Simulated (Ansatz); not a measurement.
Ansatz (a program for electronic structure) input (B3LYP-D3(BJ)/def2-TZVP):

Ansatz 0.2 input:
```yaml
crystal:
  periodic: [false, false, false]
  atoms:
    - {symbol: Hf, position_ang: [-0.00669584, -0.00949817, -1.48619879]}
    - {symbol: I, position_ang: [2.14547577, -0.03151809, 0.78185985]}
    - {symbol: I, position_ang: [-2.16180689, -0.02339019, 0.77718969]}
basis:
  gaussian:
    orbitals: def2-TZVP
hamiltonian:
  xc: b3lyp
  dispersion: d3bj
relax: {f_tol: 0.002, max_steps: 150}
```

End of the output:

```
these checks for a lower state are left out or cut short: starts, cluster_reference, orbital_swaps, neighbouring_geometries, increment
integrals: 0.07 GiB planned
1195 factors; their error is unknown
mean field: 0.58 GiB planned
mean field -17515.97438870 eV, -643.7001860307 hartree, gradient 2.3e-5 eV, S^2 0.000000; 0 other end points of the search recorded, 0 dependent functions left out
the calculation of the forces begins
reference -17515.97459926 eV, -643.7001937687 hartree; 31, 31 occupied and 109, 109 virtual orbitals, 1195 factors
relax step   9: F+E_penalty+E_count = -17516.20400137 eV  Δ(F+E_penalty+E_count) = -7.315e-3 eV  max|allowed force component| = 1.339e-2 eV/Å  Δτ_max = 0.1591 Å  (40 SCF iters, accepted)
these checks for a lower state are left out or cut short: starts, cluster_reference, orbital_swaps, neighbouring_geometries, increment
integrals: 0.07 GiB planned
1195 factors; their error is unknown
mean field: 0.58 GiB planned
mean field evaluation 96: about -17515.5308 eV, gradient 1.7e-1 eV
mean field -17515.97534203 eV, -643.7002210652 hartree, gradient 2.3e-5 eV, S^2 0.000000; 0 other end points of the search recorded, 0 dependent functions left out
the calculation of the forces begins
reference -17515.97555279 eV, -643.7002288104 hartree; 31, 31 occupied and 109, 109 virtual orbitals, 1195 factors
relax step  10: F+E_penalty+E_count = -17516.20473072 eV  Δ(F+E_penalty+E_count) = -7.294e-4 eV  max|allowed force component| = 1.789e-2 eV/Å  Δτ_max = 0.0545 Å  (34 SCF iters, accepted)
these checks for a lower state are left out or cut short: starts, cluster_reference, orbital_swaps, neighbouring_geometries, increment
integrals: 0.07 GiB planned
1195 factors; their error is unknown
mean field: 0.59 GiB planned
mean field -17515.97540869 eV, -643.7002235148 hartree, gradient 1.3e-5 eV, S^2 0.000000; 0 other end points of the search recorded, 0 dependent functions left out
the calculation of the forces begins
reference -17515.97561941 eV, -643.7002312586 hartree; 31, 31 occupied and 109, 109 virtual orbitals, 1195 factors
relax step  11: F+E_penalty+E_count = -17516.20489951 eV  Δ(F+E_penalty+E_count) = -1.688e-4 eV  max|allowed force component| = 9.383e-3 eV/Å  Δτ_max = 0.0414 Å  (34 SCF iters, accepted)
these checks for a lower state are left out or cut short: starts, cluster_reference, orbital_swaps, neighbouring_geometries, increment
integrals: 0.07 GiB planned
1195 factors; their error is unknown
mean field: 0.59 GiB planned
mean field -17515.97546392 eV, -643.7002255444 hartree, gradient 1.4e-5 eV, S^2 0.000000; 0 other end points of the search recorded, 0 dependent functions left out
the calculation of the forces begins
reference -17515.97567466 eV, -643.7002332891 hartree; 31, 31 occupied and 109, 109 virtual orbitals, 1195 factors
relax step  12: F+E_penalty+E_count = -17516.20490891 eV  Δ(F+E_penalty+E_count) = -9.401e-6 eV  max|allowed force component| = 2.172e-4 eV/Å  Δτ_max = 0.0035 Å  (36 SCF iters, accepted)
integrals: 0.07 GiB planned
1195 factors; their error is unknown
mean field: 0.59 GiB planned
mean field evaluation 128: about -17515.4337 eV, gradient 7.0e0 eV
mean field -17515.97546392 eV, -643.7002255444 hartree, gradient 1.4e-5 eV, S^2 0.000000; 1 other end points of the search recorded, 0 dependent functions left out
the calculation of the forces begins
reference -17515.97567466 eV, -643.7002332891 hartree; 31, 31 occupied and 109, 109 virtual orbitals, 1195 factors
Total energy: -17516.20511966 eV, -643.7086652372 hartree
Atom 0 at    -0.007676    -0.021470     0.024468 Å, force    -0.000004     0.000000    -0.000026 eV/Å
Atom 1 at     2.689060    -0.026557     0.027156 Å, force    -0.000213     0.000000     0.000013 eV/Å
Atom 2 at    -2.704412    -0.016379     0.021227 Å, force     0.000217    -0.000001     0.000013 eV/Å
Dipole moment:     0.000001    -0.000000     0.000047 e Å
```
